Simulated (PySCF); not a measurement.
This PySCF input asks for the NMR shieldings of `C(=N/[H])/[Si@@H]1CCCO1`, C4H9NOSi; the geometry comes from PBE0-D3(BJ)/def2-SVP.

```python
import basis_set_exchange as bse
import numpy as np
from pyscf import gto, dft
from pyscf.prop import nmr

atoms = """
N     3.456048   -0.576798    0.106575
C     2.325334   -0.104149   -0.241594
Si    0.744821   -0.156987    0.795267
C    -0.722129   -0.994186   -0.047401
C    -1.856239   -0.030295    0.335347
C    -1.275806    1.384897    0.348716
O     0.010128    1.347041    0.941924
H     3.404036   -0.965139    1.058736
H     2.276355    0.347570   -1.252264
H     1.145035   -0.701258    2.130334
H    -0.915643   -2.031701    0.260863
H    -0.557945   -1.002225   -1.138840
H    -2.722228   -0.098415   -0.342649
H    -2.218873   -0.275794    1.348030
H    -1.197699    1.778886   -0.682886
H    -1.910717    2.081980    0.918627
"""
names = dict.fromkeys(["N", "C", "Si", "O", "H"], "pcSseg-1")
basis = {el: gto.basis.parse(bse.get_basis(n, elements=[el], fmt="nwchem")) for el, n in names.items()}
mol = gto.M(atom=atoms, basis=basis, charge=0, verbose=0)
mf = dft.RKS(mol, xc="CAM-B3LYP")
mf.grids.level = 2
mf.grids.alignment = dft.numint.BLKSIZE   # the property module wants whole blocks of grid points
mf.conv_tol = 1e-9
mf.kernel()

calc = nmr.RKS(mf)   # GIAO
C = mf.mo_coeff
Co = C[:, mf.mo_occ > 0]
resp = mf.gen_response(singlet=True, hermi=2)
def vind(x):   # induced exchange potential for any number of trial vectors
    d = np.einsum("pi,xij,qj->xpq", C, 2 * x.reshape(-1, C.shape[1], Co.shape[1]), Co, optimize=True)
    return np.einsum("xpq,pi,qj->xij", resp(d - d.transpose(0, 2, 1)), C, Co, optimize=True).ravel()
mo1, _ = nmr.rhf.solve_mo1(calc, with_cphf=vind)
sigma = calc.kernel(mo1)
for i, s in enumerate(sigma):   # ppm
    w = np.linalg.eigvalsh((s + s.T) / 2)
    print("%2d %-2s iso %8.1f  s11 %8.1f  s22 %8.1f  s33 %8.1f" % (i, mol.atom_pure_symbol(i), w.mean(), *w))
```

Question: Give the expected output.

Answer: 
```
 0 N  iso   -196.0  s11   -679.9  s22   -158.2  s33    250.0
 1 C  iso    -18.0  s11   -155.4  s22    -25.3  s33    126.7
 2 Si iso    332.2  s11    300.1  s22    331.1  s33    365.5
 3 C  iso    173.2  s11    161.2  s22    167.2  s33    191.2
 4 C  iso    153.0  s11    132.6  s22    157.0  s33    169.4
 5 C  iso    111.3  s11     75.2  s22    103.0  s33    155.7
 6 O  iso    286.0  s11    237.2  s22    283.8  s33    337.1
 7 H  iso     18.5  s11      3.8  s22     24.5  s33     27.3
 8 H  iso     22.4  s11     16.9  s22     22.4  s33     27.8
 9 H  iso     26.9  s11     23.9  s22     24.8  s33     32.1
10 H  iso     30.5  s11     26.2  s22     27.5  s33     37.7
11 H  iso     30.6  s11     26.5  s22     27.6  s33     37.6
12 H  iso     29.5  s11     25.0  s22     27.0  s33     36.3
13 H  iso     29.7  s11     25.0  s22     27.6  s33     36.5
14 H  iso     27.6  s11     22.7  s22     26.4  s33     33.8
15 H  iso     27.2  s11     22.6  s22     26.1  s33     32.8
```

These numbers come from an equivalent density-fitted implementation of the same equations, which agrees with the script to about 0.01 ppm for H and up to a few tenths of a ppm for heavy atoms, so last digits may differ.

Question: Turn these shieldings into chemical shifts. Scale: $^{15}$N (σref 267.29) vs NH3; TMS for $^{13}$C (σref 182.45) and $^{29}$Si (σref 343.41) and $^{1}$H (σref 31.33); $^{17}$O (σref 338.55) against H2O (reference shieldings calculated alike).

Answer: Averaging equivalent atoms: N 0: 463.3; C 1: 200.5; C 5: 71.1; C 4: 29.5; C 3: 9.2; Si 2: 11.2; O 6: 52.5; H 7: 12.79; H 8: 8.95; H 9: 4.41; H 15: 4.17; H 14: 3.69; H 12: 1.87; H 13: 1.60; H 10: 0.85; H 11: 0.74 ppm. Experimental scales use liquid or dissolved standards, which lie at an offset from isolated NH3 (liquid NH3: subtract about 20 ppm) and H2O (liquid H2O: subtract about 36 ppm). Unscaled 15N shifts of sp2 nitrogen come out 20 to 40 ppm too high even then.

Size and cost of the density-fitted run: 171 basis functions, 54 s wall time on 1 thread of an Arm Neoverse N1, shared host; peak memory 0.86 GiB.
